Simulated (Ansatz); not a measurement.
Basis-set series for C4H4F6O, SMILES `FCC(F)(F)COC(F)(F)F`. Charge 0, multiplicity 1. Geometry: relaxed with PBE0-D4/def2-TZVP. It is one conformer, not always the lowest.

```csv
functional,basis,functions,energy (Eh),HOMO (eV),LUMO (eV)
PBE0-D4,def2-TZVPP,397,-828.67299,-9.90,1.24
PBE0-D4,def2-QZVPP,747,-828.71463,-9.94,0.83
ωB97M-V,def2-TZVPP,397,-829.27762,-12.31,2.87
ωB97M-V,def2-QZVPP,747,-829.31689,-12.35,2.05
```

Question: Give the rows for def2-SVP. (Best estimate.)

Answer: Computed: 
```tsv
functional	basis	functions	energy (Eh)	HOMO (eV)	LUMO (eV)
PBE0-D4	def2-SVP	174	-827.68681	-9.77	1.85
ωB97M-V	def2-SVP	174	-828.26908	-12.15	3.73
```

Positive LUMOs are unbound and depend on the basis.
